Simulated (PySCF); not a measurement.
A structure optimised at B3LYP-D3(BJ)/def2-SVP, used in a PySCF frequency run:

```xyz
7

N      1.6670     0.2136     0.0000
Si    -0.0030     0.0008     0.0000
F     -0.4477    -0.8015     1.3154
F     -0.4477    -0.8015    -1.3154
F     -0.8837     1.3466     0.0000
H      2.1924     0.4008     0.8462
H      2.1924     0.4008    -0.8462
```
Charge 0, spin multiplicity 1.

Problem. Write its SMILES, formula and point group.

Solution. N[Si](F)(F)F, F3H2NSi, Cs

Problem. What are its rotational constants (standard atomic weights)?

Solution. 3.9939, 3.8725, 3.6533 GHz
